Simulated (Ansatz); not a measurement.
Geometry optimisation, RKS revPBE/def2-SVP in Ansatz.

The input (input.yaml):

```yaml
crystal:
  periodic: [false, false, false]
  atoms:
    - { symbol: Ta, position_ang: [-0.184783, -0.185059, 0.191198] }
    - { symbol: O, position_ang: [1.784977, -0.393672, 0.336132] }
    - { symbol: H, position_ang: [2.090767, -0.660184, 1.225509] }
    - { symbol: Cl, position_ang: [-0.17881, -0.601383, 2.576404] }
    - { symbol: O, position_ang: [-0.010331, 0.069739, -1.662288] }
    - { symbol: H, position_ang: [0.203616, 0.242113, -2.590429] }
    - { symbol: Cl, position_ang: [-1.540496, 1.711325, 0.516991] }
    - { symbol: O, position_ang: [-1.202094, -1.782628, -0.030976] }
    - { symbol: H, position_ang: [-1.400323, -2.306412, 0.769478] }
    - { symbol: H, position_ang: [1.418726, 2.356756, 0.161552] }
    - { symbol: H, position_ang: [1.893851, 1.814905, 0.150429] }
basis:
  gaussian: { orbitals: def2-SVP }
hamiltonian:
  xc: revpbe
relax:
  f_tol: 0.03
  max_steps: 50
```

Command:

```bash
$ ansatz run input.yaml --threads 4 --pin off --max-ram 5120MiB --backend cpu --events-out ev --progress --plain --runs-dir out
```

Question: Where does it end, and by what steps?

Answer: The run converged. The force dipped under the threshold on the way, but the program's further checks kept it going. After 22 steps the energy has fallen by 0.248 eV; H10 moved furthest, 1.25 Å.

| step | energy less start (eV) | largest force component (eV/Å) | accepted |
| --- | --- | --- | --- |
| 0 | 0.0000 | 1.552 | yes |
| 1 | -0.1316 | 0.212 | yes |
| 2 | -0.1796 | 0.177 | yes |
| 3 | -0.2004 | 0.461 | yes |
| 4 | -0.2306 | 0.190 | yes |
| 5 | -0.2394 | 0.159 | yes |
| 6 | -0.2428 | 0.114 | yes |
| 7 | -0.2441 | 0.076 | yes |
| 8 | -0.2446 | 0.030 | yes |
| 9 | -0.2450 | 0.029 | yes |
| 10 | -0.2455 | 0.068 | yes |
| 11 | -0.2460 | 0.075 | yes |
| 12 | -0.2461 | 0.140 | yes |
| 13 | -0.2466 | 0.080 | yes |
| 14 | -0.2470 | 0.005 | yes |
| 15 | -0.2470 | 0.095 | yes |
| 16 | -0.2472 | 0.032 | yes |
| 17 | -0.2474 | 0.011 | yes |
| 18 | -0.2471 | 0.214 | no |
| 19 | -0.2476 | 0.053 | yes |
| 20 | -0.2462 | 0.349 | no |
| 21 | -0.2474 | 0.068 | no |
| 22 | -0.2478 | 0.013 | yes |

```xyz
11
Properties=species:S:1:pos:R:3
Ta -0.364 -0.397 0.166
O 1.563 -0.374 0.291
H 1.968 -0.602 1.150
Cl -0.280 -0.920 2.538
O -0.227 -0.195 -1.703
H 0.108 -0.190 -2.613
Cl -1.547 1.582 0.550
O -1.389 -2.013 -0.017
H -1.558 -2.577 0.762
H 2.178 3.337 0.294
H 2.425 2.615 0.224
```

Whether the end is a true minimum wasn't checked by a vibrational analysis.

Run time: 47 s on 4 threads of Arm Neoverse V2, on a shared host, peak memory 0.21 GiB.
